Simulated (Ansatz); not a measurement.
Molecule: CdF, charge 0, multiplicity 2. The spin state was set by rule; other spins were not relaxed. 
Geometry from a B3LYP-D3(BJ)/def2-TZVP (Ansatz, an electronic-structure program) optimisation:
SMILES: [Cd][F]
```xyz
2

Cd     0.0000     0.0000    -0.3189
F      0.0000     0.0000     1.7008
```
Charge 0, spin multiplicity 2.

Basis-set convergence of Hartree-Fock and CCSD(T) correlation energies (hartree) with Ansatz. Valence correlation only, unless marked. Open shells are spin-unrestricted. No spin-orbit coupling. The frozen core is the preceding noble-gas configuration, with the filled d and f shells of earlier blocks. In def2 rows, elements after Kr have scalar-relativistic effective core potentials.

```
basis       functions       E(HF)  E(corr, CCSD(T))
----------  ---------  ----------  ----------------
def2-SVP           45  -266.18105          -0.45181
def2-TZVPP         87  -266.35052          -0.66910
def2-QZVPP        145  -266.35918          -0.73189
```

Extrapolating the two largest sets (X = 3 and 4) as X^-3: E(corr) = (64·(-0.73189) - 27·(-0.66910))/37 = -0.7777 Eh, an estimate of the basis-set limit. The largest set recovers 94.1 % of it, the smallest 58.1 %.
